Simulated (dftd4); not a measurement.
H9NSi3, triplet, geometry from GFN2-xTB (a higher spin typed on purpose: for a closed-shell molecule this is an excited state); D4 for pbe0 in dftd4.

dftd4 was given this input:
```
$ dftd4 mol.xyz --func pbe0 --charge 0 --json dftd4.json --noedisp --grad

# file mol.xyz
13

Si     0.29588846     1.70251023     0.48373777
N     -0.00000000     0.00000000     0.00000000
Si    -1.65400544    -0.53010415    -0.45094223
Si     1.35811698    -1.17240608    -0.03279554
H     -1.01382701     2.33135297     0.38956111
H      0.85534829     1.52194590     1.82432035
H      1.30231079     2.10473084    -0.50017945
H     -1.95043645     0.38073295    -1.55785906
H     -1.49893954    -1.94102467    -0.77486335
H     -2.39739895    -0.20205199     0.76664074
H      0.87160691    -2.19407132     0.89578860
H      1.31856941    -1.61128638    -1.42871119
H      2.51276655    -0.39032830     0.38530224
```

**Question.** Write the output that dftd4 gives for this input, abridged.

**Answer.** 
```
                    ____  _____ _____     ____  _  _
      -------------|  _ \|  ___|_   _|---|  _ \| || |------------
     |             | | | | |_    | | ___ | | | | || |_           |
     |             | |_| |  _|   | ||___|| |_| |__   _|          |
     |             |____/|_|     |_|     |____/   |_|            |
     |             ===================================           |
     |            E. Caldeweyher, S. Ehlert & S. Grimme          |
     |          Mulliken Center for Theoretical Chemistry        |
     |                    University of Bonn                     |
      -----------------------------------------------------------

Rational (Becke-Johnson) damping: pbe0-D4-ATM
---------------------
  s6         1.0000
  s8         1.2007
  s9         1.0000
  a1         0.4009
  a2         5.0293
 alp        16.0000
--------------------

Dispersion energy:      -1.1034102072690E-02 Eh

Gradient norm:           7.5540311151424E-04 Eh/a0
--------------------------------------------------
     #    Z           dE/dx      dE/dy      dE/dz
--------------------------------------------------
     1   14 Si    7.580E-05  3.689E-04  1.071E-04
     2    7 N    -5.101E-13 -3.380E-13 -3.891E-14
     3   14 Si   -3.647E-04 -1.049E-04 -9.643E-05
     4   14 Si    2.889E-04 -2.641E-04 -1.065E-05
     5    1 H    -3.970E-06  9.752E-05  2.369E-05
     6    1 H     2.386E-05  9.324E-05  6.429E-05
     7    1 H     3.656E-05  1.098E-04 -1.768E-06
     8    1 H    -9.906E-05 -1.257E-05 -5.852E-05
     9    1 H    -8.345E-05 -4.828E-05 -2.815E-05
    10    1 H    -1.118E-04 -2.913E-05  7.532E-06
    11    1 H     6.885E-05 -8.895E-05  2.726E-05
    12    1 H     8.155E-05 -7.239E-05 -3.879E-05
    13    1 H     8.742E-05 -4.924E-05  4.463E-06
--------------------------------------------------

Virial:
--------------------------------------------------
      component           x          y          z
--------------------------------------------------
          x       3.900E-03 -1.552E-04  6.189E-04
          y      -1.552E-04  3.816E-03  8.070E-04
          z       6.189E-04  8.070E-04  8.000E-04
--------------------------------------------------

[Info] Dispersion results written to 'dftd4.txt'
[Info] JSON dump of results written to 'dftd4.json'
```
